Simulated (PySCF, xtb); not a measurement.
diiodomethane (CH₂I₂), SMILES ICI.

GFN2-xTB in xtb at its own geometry gives an orbital gap of 3.89 eV and a dipole moment of 3.14 D.

Geometry optimised at TPSSh-D3(BJ)/def2-SVP. The def2 effective core potentials stand for the cores of I; spin–orbit coupling is left out.

Problem. What does r2SCAN/def2-TZVPD (PySCF) give? (Estimate from the structure and the level; the computed values follow.)

Solution. gap 3.78 eV (levels -6.59 and -2.80 eV), dipole 1.18 D.
